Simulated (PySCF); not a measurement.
CH4NO (SMILES [NH3+]C=O), charge +1, singlet, geometry from GFN2-xTB; HF/def2-SV(P) (PySCF).

The PySCF input:
```python
from pyscf import gto, scf

mol = gto.Mole()
mol.atom = '''
    N    -1.079731    0.243807    0.157699
    C     0.406750    0.243899   -0.264919
    O     1.094770   -0.627805    0.073073
    H    -1.302253    1.084187    0.712797
    H    -1.695311    0.237833   -0.669897
    H    -1.269485   -0.598636    0.727304
    H     0.626506    1.129011   -0.869170
'''
mol.basis = 'def2-sv(p)'
mol.charge = 1
mol.spin = 0
mol.verbose = 5
mol.build()

mf = scf.RHF(mol)
mf.kernel()
mf.analyze()
```

The log (banner, timings and long lists left out):

```
PySCF version 2.14.0

[INPUT] verbose = 5
[INPUT] max_memory = 4000
[INPUT] num. atoms = 7
[INPUT] num. electrons = 24
[INPUT] charge = 1
[INPUT] spin (= nelec alpha-beta = 2S) = 0
[INPUT] symmetry False subgroup None
[INPUT] Mole.unit = angstrom
[INPUT] Symbol           X                Y                Z      unit          X                Y                Z       unit  Magmom
[...]
[INPUT] ---------------- BASIS SET ----------------
[INPUT] l, kappa, [nprim/nctr], expnt,             c_1 c_2 ...
[INPUT] H
[...]
                                1.9622572         0.13796524
                                0.44453796        0.47831935
[...]
[INPUT] C
[...]
                                186.29004992      0.040638409211
                                42.251176346      0.18025593888
                                11.676557932      0.46315121755
                                3.5930506482      0.44087173314
[...]
                                2.0103545142      0.21117025112
                                0.54771004707     0.51328172114
[...]
[INPUT] O
[...]
                                340.87010191      -0.03989003923
                                77.363135167      -0.17853911985
                                21.47964494       -0.46427684959
                                6.6589433124      -0.44309745172
[...]
                                3.863550544       0.23094120765
                                1.0480920883      0.51375311064
[...]
[INPUT] N
[...]
                                257.64812677      -0.040221581118
                                58.458245853      -0.1793114499
                                16.198367905      -0.46376317823
                                5.0052600809      -0.44171422662
[...]
                                2.9257372874      -0.21807045028
                                0.79927750754     -0.51294466049
[...]
nuclear repulsion = 76.8797163676567
number of shells = 26
number of NR pGTOs = 88
number of NR cGTOs = 50
basis = def2-sv(p)
ecp = {}

******** <class 'pyscf.scf.hf.RHF'> ********
method = RHF
initial guess = minao
damping factor = 0
level_shift factor = 0
DIIS = <class 'pyscf.scf.diis.CDIIS'>
diis_start_cycle = 1
diis_space = 8
diis_damp = 0
SCF conv_tol = 1e-09
SCF conv_tol_grad = None
SCF max_cycles = 50
direct_scf = True
direct_scf_tol = 1e-13
Set gradient conv threshold to 3.16228e-05
Initial guess from minao.
[...]
converged SCF energy = -169.08894246292
Total Energy =                        -169.088942462920443
[...]
1 C 3px         -0.00163  -0.02659  -0.00452  -0.00824   0.06788
1 C 3py         -0.00351   0.00900  -0.00972   0.00576  -0.07971
1 C 3pz         -0.00573   0.00205  -0.01588  -0.00118   0.02949
1 C 3dxy         0.11973   0.17979   0.05943  -0.16761   0.20727
1 C 3dyz         0.01903  -0.12653  -0.19701   0.22100   0.10259
1 C 3dz^2       -0.15880  -0.10871   0.16430  -0.13616   0.10237
1 C 3dxz         0.13464  -0.26970   0.24251  -0.04185  -0.07797
1 C 3dx2-y2     -0.00032   0.21919   0.21741   0.39568   0.04591
2 O 1s          -0.00000   0.00029  -0.00000  -0.00005   0.00070
2 O 2s          -0.00000   0.01595  -0.00000   0.00015   0.03008
2 O 3s           0.00000  -0.03972  -0.00000   0.01191   0.24426
2 O 2px         -0.00056  -0.01134   0.00095   0.00206  -0.01292
2 O 2py         -0.00121   0.01151   0.00206   0.00032   0.01610
2 O 2pz         -0.00198  -0.00382   0.00336  -0.00078  -0.00618
2 O 3px          0.00217   0.06443  -0.02026  -0.05286  -0.08788
2 O 3py          0.00468  -0.02549  -0.04363  -0.02550   0.11401
2 O 3pz          0.00764  -0.00271  -0.07129   0.03063  -0.04480
2 O 3dxy        -0.46536  -0.05286   0.10608  -0.27949  -0.69843
2 O 3dyz        -0.08815   0.35682  -0.42924   0.39827  -0.34310
2 O 3dz^2        0.63391   0.32339   0.38462  -0.19948  -0.33611
2 O 3dxz        -0.51124   0.37722   0.49890  -0.04154   0.27277
2 O 3dx2-y2      0.01618  -0.32738   0.46982   0.63441  -0.17025
3 H 1s           0.00635  -0.00346  -0.00045  -0.00215  -0.00031
3 H 2s          -0.02336   0.00135  -0.00458   0.01563  -0.00324
4 H 1s          -0.00635  -0.00346   0.00045  -0.00215  -0.00031
4 H 2s           0.02336   0.00135   0.00458   0.01563  -0.00324
5 H 1s          -0.00000  -0.01314  -0.00000   0.00018   0.00016
5 H 2s           0.00000   0.05463   0.00000  -0.00689   0.01259
6 H 1s          -0.00000  -0.00413   0.00000   0.00324  -0.00627
6 H 2s           0.00000   0.02367  -0.00000  -0.05558  -0.00017
 ** Mulliken pop on meta-lowdin orthogonal AOs  **
 ** Mulliken pop  **
 ** Mulliken atomic charges  **
charge of    0N =     -0.20548
charge of    1C =      0.45717
charge of    2O =     -0.27408
charge of    3H =      0.29268
charge of    4H =      0.29268
charge of    5H =      0.29687
charge of    6H =      0.14016

WARN: System has nonzero charge 1; the dipole moment is origin-dependent.
Location of origin: [0. 0. 0.]

Dipole moment(X, Y, Z, Debye): -5.38449,  2.92595, -0.26035
```
